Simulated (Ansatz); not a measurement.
# Abstraction of F: SnHF3 + C2H5Sn → SnHF2 + C2H5FSn

Gas-phase species: SnHF3 `[F][SnH]([F])[F]`, singlet; C2H5Sn `C=[CH][SnH2]`, doublet; SnHF2 `[F][SnH][F]`, doublet; C2H5FSn `C=[CH][SnH2][F]`, singlet. A radical takes F: the energy is the difference in strength between two Sn–F bonds in different surroundings.

Shapes, held fixed at every level: PBE0-D4/def2-TZVP. Flexible molecules stand in one conformer, not always the lowest. Programs: Ansatz 0.2.0. The zero-point and thermal change to 298 K, harmonic and unscaled (PBE0-D4/def2-TZVP), is +0.2 kJ/mol.

| level | kind | ΔH(298 K) (kJ/mol) | less CCSD(T)/def2-TZVPP |
| --- | --- | --- | --- |
| HF/def2-SVP | Hartree–Fock | -17.5 | -4.4 |
| HF/def2-TZVPP | Hartree–Fock | -13.6 | -0.5 |
| r2SCAN-D4/def2-TZVPP | meta-GGA | -22.7 | -9.6 |
| PBE0-D4/def2-TZVPP | global hybrid | -21.2 | -8.1 |
| wB97X-V/def2-TZVPP | range-separated hybrid | -22.6 | -9.5 |
| CCSD/def2-SVP | coupled cluster or CI | -9.9 | +3.2 |
| CCSD(T)/def2-TZVPP | coupled cluster or CI | -13.1 | 0.0 |

The highest level, CCSD(T)/def2-TZVPP, gives ΔH(298 K) = -13.1 kJ/mol; the levels span -22.7 to -9.9. The column of differences is taken from that level and isn't an error. No measured value is set beside it here. Spin contamination: C2H5Sn (⟨S²⟩ up to 0.83). Open shells run unrestricted. For atoms past krypton def2 sets carry core potentials with scalar relativity. Outer-core shells of Sn are correlated, in sets that cover them unevenly.
